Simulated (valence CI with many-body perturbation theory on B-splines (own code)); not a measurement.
# Sm11+: calculated level list

Calculated by configuration interaction combined with many-body perturbation theory (CI+MBPT): five valence electrons over a frozen Dirac-Fock core [Kr] 4d10, a basis of 7 s, 7 p, 7 d, 7 f, 4 g, 2 h functions for each j, with the one-electron correlation potential Σ1, the two-electron term Σ2, the three-electron term Σ3, Breit, model QED; selected CI, second order for the rest, scaled by the run's own slope (own B-spline code, finite nucleus).

No measured spectrum was set against this ion. As an estimate, terms of the open shell hold to a few per cent of their energy, and close levels can change places. Among the levels kept, up to 2300 cm⁻¹ of a level comes from second order outside the variational space, and about a tenth of that is noise between levels of different J, which matters for small intervals.

Levels 91 to 135 of 233, with energies above the lowest level, 4f³5s² ⁴I°_9/2. "Leading %" is the weight of the configuration and term that name the level; weights of strongly mixed levels are sums over their largest components and can fall short. In the jj column 3d3/2^4 stands for four electrons in 3d with j = 3/2.

```csv
No.,Configuration,Term,J,E (cm⁻¹),Leading %,Leading jj,Second component,g
91,4f²5s²5p,²F°,5/2,132500,56,4f7/2^2 5s^2 5p3/2 (72 %),19 % 4f²5s²5p ²D°,1.021
92,4f²5s²5p,²G°,7/2,135590,43,4f7/2^2 5s^2 5p3/2 (53 %),39 % 4f²5s²5p ²F°,1.045
93,4f²5s²5p,²G°,9/2,136810,74,4f7/2^2 5s^2 5p3/2 (65 %),12 % 4f²5s²5p ⁴F°,1.138
94,4f⁴5s,⁶I,7/2,137300,97,4f5/2^3 4f7/2 5s (40 %),,0.447
95,4f⁴5s,⁶I,9/2,138680,98,4f5/2^3 4f7/2 5s (54 %),,0.829
96,4f⁴5s,⁶I,11/2,140320,98,4f5/2^2 4f7/2^2 5s (48 %),,1.034
97,4f²5s²5p,²D°,3/2,140370,42,4f5/2 4f7/2 5s^2 5p3/2 (46 %),21 % 4f²5s²5p ²P°,1.194
98,4f²5s²5p,²I°,13/2,140700,52,4f5/2 4f7/2 5s^2 5p3/2 (81 %),45 % 4f²5s²5p ²K°,1.009
99,4f²5s²5p,⁴P°,1/2,140940,50,4f5/2 4f7/2 5s^2 5p3/2 (61 %),39 % 4f²5s²5p ²S°,2.246
100,4f⁴5s,⁶I,13/2,142160,98,4f5/2^2 4f7/2^2 5s (64 %),,1.157
101,4f²5s²5p,²F°,7/2,143200,73,4f5/2 4f7/2 5s^2 5p3/2 (57 %),14 % 4f²5s²5p ⁴D°,1.178
102,4f⁴5s,⁶I,15/2,144130,98,4f5/2 4f7/2^3 5s (50 %),,1.236
103,4f²5s²5p,⁴P°,3/2,144380,43,4f7/2^2 5s^2 5p3/2 (38 %),25 % 4f²5s²5p ⁴S°,1.582
104,4f⁴5s,⁶I,17/2,146210,97,4f5/2 4f7/2^3 5s (46 %),,1.290
105,4f²5s²5p,²D°,5/2,147320,62,4f5/2 4f7/2 5s^2 5p3/2 (37 %),22 % 4f²5s²5p ²F°,1.155
106,4f²5s²5p,²H°,11/2,147590,62,4f5/2 4f7/2 5s^2 5p3/2 (67 %),33 % 4f²5s²5p ²I°,1.033
107,4f²5s²5p,⁴D°,7/2,149480,75,4f7/2^2 5s^2 5p3/2 (74 %),20 % 4f²5s²5p ²F°,1.361
108,4f²5s²5p,⁴D°,5/2,151070,37,4f5/2 4f7/2 5s^2 5p3/2 (85 %),32 % 4f²5s²5p ⁴P°,1.389
109,4f³5s5p,⁶K,9/2,151640,72,4f5/2^3 5s 5p1/2 (60 %),12 % 4f³5s5p ⁴I,0.613
110,4f²5s²5p,²P°,1/2,152480,85,4f7/2^2 5s^2 5p1/2 (32 %),5 % 4f²5s²5p ⁴P°,0.753
111,4f²5s²5p,²K°,15/2,152730,97,4f5/2 4f7/2 5s^2 5p3/2 (79 %),,1.066
112,4f5s²5p²,⁴G°,5/2,154070,39,4f5/2 5s^2 5p1/2^2 (90 %),18 % 4f5s²5p² ²F°,0.842
113,4f⁴5s,⁶F,1/2,155060,96,4f5/2^3 4f7/2 5s (65 %),,-0.648
114,4f²5s²5p,²D°,3/2,155360,65,4f5/2^2 5s^2 5p3/2 (38 %),15 % 4f²5s²5p ⁴D°,0.946
115,4f³5s5p,⁶K,11/2,155380,61,4f5/2^2 4f7/2 5s 5p1/2 (70 %),22 % 4f³5s5p ⁶I,0.908
116,4f⁴5s,⁶F,3/2,155410,95,4f5/2^2 4f7/2^2 5s (43 %),,1.064
117,4f⁴5s,⁶F,5/2,156080,95,4f5/2^2 4f7/2^2 5s (46 %),,1.311
118,4f⁴5s,⁶F,7/2,157070,95,4f5/2^3 4f7/2 5s (39 %),,1.389
119,4f⁴5s,⁴I,9/2,157500,93,4f5/2^3 4f7/2 5s (40 %),,0.744
120,4f⁴5s,⁶S,5/2,157760,95,4f5/2^2 4f7/2^2 5s (48 %),,1.983
121,4f²5s²5p,²D°,5/2,157920,51,4f7/2^2 5s^2 5p3/2 (52 %),40 % 4f²5s²5p ⁴P°,1.360
122,4f⁴5s,⁶F,9/2,158320,93,4f5/2^2 4f7/2^2 5s (48 %),,1.416
123,4f²5s²5p,²H°,9/2,159180,94,4f5/2 4f7/2 5s^2 5p3/2 (76 %),,0.910
124,4f³5s5p,⁶K,13/2,159460,46,4f5/2 4f7/2^2 5s 5p1/2 (54 %),33 % 4f³5s5p ⁶I,1.088
125,4f⁴5s,⁶F,11/2,159820,56,4f5/2^2 4f7/2^2 5s (32 %),35 % 4f⁴5s ⁴I,1.251
126,4f⁴5s,⁴I,11/2,159990,54,4f5/2^2 4f7/2^2 5s (50 %),38 % 4f⁴5s ⁶F,1.149
127,4f⁴5s,⁴I,13/2,162400,79,4f5/2^2 4f7/2^2 5s (62 %),17 % 4f⁴5s ⁴K,1.078
128,4f5s²5p²,⁴D°,7/2,162510,23,4f7/2 5s^2 5p1/2^2 (90 %),19 % 4f5s²5p² ⁴G°,1.153
129,4f⁴5s,⁶G,3/2,162530,87,4f5/2^3 4f7/2 5s (39 %),6 % 4f³5s5p ⁶G,0.026
130,4f³5s5p,⁶I,7/2,162980,62,4f5/2^3 5s 5p1/2 (48 %),24 % 4f³5s5p ⁴H,0.546
131,4f²5s²5p,²P°,3/2,163180,59,4f5/2 4f7/2 5s^2 5p3/2 (46 %),19 % 4f²5s²5p ²D°,1.277
132,4f⁴5s,⁶G,5/2,163300,87,4f5/2^3 4f7/2 5s (58 %),4 % 4f⁴5s ⁴G,0.852
133,4f⁴5s,⁴K,11/2,163970,91,4f5/2^2 4f7/2^2 5s (56 %),7 % 4f⁴5s ⁴I,0.784
134,4f⁴5s,⁶G,7/2,164040,73,4f5/2^3 4f7/2 5s (46 %),11 % 4f⁴5s ⁴G,1.081
135,4f³5s5p,⁶I,15/2,164110,38,4f5/2 4f7/2^2 5s 5p1/2 (52 %),29 % 4f³5s5p ⁶K,1.208
```

Names give the largest LS component (configuration and term), which can be under half, so a name can repeat, a term be missing and a line seem to break the LS rules; names also repeat where a configuration has a term twice.

Where two levels of one J and parity lie close, their mixing, g and order are uncertain.
